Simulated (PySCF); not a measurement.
This PySCF input asks for the NMR shieldings of SMILES CC(C)(C)c1occp1, C$_{7}$H$_{11}$OP; the geometry comes from GFN2-xTB.

```python
import basis_set_exchange as bse
import numpy as np
from pyscf import gto, dft
from pyscf.prop import nmr

atoms = """
C    -1.425059    1.079556   -0.673399
C    -0.731513   -0.213113   -0.240197
C    -0.831080   -1.258562   -1.357412
C    -1.396611   -0.762765    1.027340
C     0.724933    0.040358    0.052323
O     1.193074    1.287274   -0.095330
C     2.492625    1.365003    0.197017
C     3.072140    0.201163    0.576264
P     1.893605   -1.113963    0.568906
H    -2.474553    0.883855   -0.881454
H    -1.361468    1.830913    0.110164
H    -0.962609    1.481240   -1.571942
H    -0.351859   -0.895690   -2.264268
H    -0.337989   -2.178983   -1.051122
H    -1.873836   -1.475706   -1.577053
H    -2.447323   -0.972216    0.840474
H    -1.324147   -0.042595    1.839562
H    -0.904822   -1.682953    1.336317
H     2.934483    2.341161    0.099813
H     4.106861    0.096702    0.843994
"""
names = dict.fromkeys(["C", "O", "P", "H"], "pcSseg-1")
basis = {el: gto.basis.parse(bse.get_basis(n, elements=[el], fmt="nwchem")) for el, n in names.items()}
mol = gto.M(atom=atoms, basis=basis, charge=0, verbose=0)
mf = dft.RKS(mol, xc="PBE0")
mf.grids.level = 2
mf.grids.alignment = dft.numint.BLKSIZE   # the property module wants whole blocks of grid points
mf.conv_tol = 1e-9
mf.kernel()

calc = nmr.RKS(mf)   # GIAO
C = mf.mo_coeff
Co = C[:, mf.mo_occ > 0]
resp = mf.gen_response(singlet=True, hermi=2)
def vind(x):   # induced exchange potential for any number of trial vectors
    d = np.einsum("pi,xij,qj->xpq", C, 2 * x.reshape(-1, C.shape[1], Co.shape[1]), Co, optimize=True)
    return np.einsum("xpq,pi,qj->xij", resp(d - d.transpose(0, 2, 1)), C, Co, optimize=True).ravel()
mo1, _ = nmr.rhf.solve_mo1(calc, with_cphf=vind)
sigma = calc.kernel(mo1)
for i, s in enumerate(sigma):   # ppm
    w = np.linalg.eigvalsh((s + s.T) / 2)
    print("%2d %-2s iso %8.1f  s11 %8.1f  s22 %8.1f  s33 %8.1f" % (i, mol.atom_pure_symbol(i), w.mean(), *w))
```

**Question.** Give the expected output.

**Answer.** 
```
 0 C  iso    159.5  s11    147.6  s22    147.8  s33    183.0
 1 C  iso    146.9  s11    131.0  s22    148.8  s33    160.8
 2 C  iso    146.9  s11    118.6  s22    142.6  s33    179.4
 3 C  iso    146.9  s11    118.6  s22    142.6  s33    179.4
 4 C  iso    -36.8  s11   -201.8  s22     12.3  s33     79.1
 5 O  iso    -21.3  s11   -223.0  s22    -67.5  s33    226.6
 6 C  iso     37.4  s11    -47.0  s22     56.6  s33    102.5
 7 C  iso     53.8  s11    -55.5  s22     57.7  s33    159.2
 8 P  iso    207.4  s11    -28.8  s22    159.6  s33    491.5
 9 H  iso     30.7  s11     26.4  s22     29.0  s33     36.6
10 H  iso     30.0  s11     25.9  s22     27.9  s33     36.1
11 H  iso     30.0  s11     25.9  s22     27.9  s33     36.1
12 H  iso     30.3  s11     27.1  s22     28.0  s33     35.6
13 H  iso     30.0  s11     25.6  s22     29.5  s33     34.8
14 H  iso     30.4  s11     26.4  s22     27.9  s33     36.8
15 H  iso     30.4  s11     26.4  s22     27.9  s33     36.8
16 H  iso     30.3  s11     27.1  s22     28.0  s33     35.6
17 H  iso     30.0  s11     25.6  s22     29.5  s33     34.8
18 H  iso     23.8  s11     19.9  s22     25.1  s33     26.3
19 H  iso     24.3  s11     22.9  s22     23.6  s33     26.4
```

These numbers come from an equivalent density-fitted implementation of the same equations, which agrees with the script to about 0.01 ppm for H and up to a few tenths of a ppm for heavy atoms, so last digits may differ.

**Question.** Turn these shieldings into chemical shifts. δ = σ(ref) − σ, references computed at the same level: $^{13}$C (σref 186.93), $^{1}$H (σref 31.72) against TMS; $^{17}$O (σref 336.08) against H2O; H3PO4 for $^{31}$P (σref 318.38).

**Answer.** Averaging equivalent atoms: C 4: 223.7; C 6: 149.5; C 7: 133.1; C 1: 40.0; C 0/2/3: 35.8; O 5: 357.4; P 8: 111.0; H 18: 7.93; H 19: 7.41; H 9/10/11/12/13/14/15/16/17: 1.50 ppm. Unscaled 17O shifts of doubly bonded oxygen tend to come out too high, by tens of ppm or more. Experimental scales use liquid or dissolved standards, which lie at an offset from isolated H2O (liquid H2O: subtract about 36 ppm) and H3PO4.

Size and cost of the density-fitted run: 215 basis functions, of the order of 110 core-seconds.
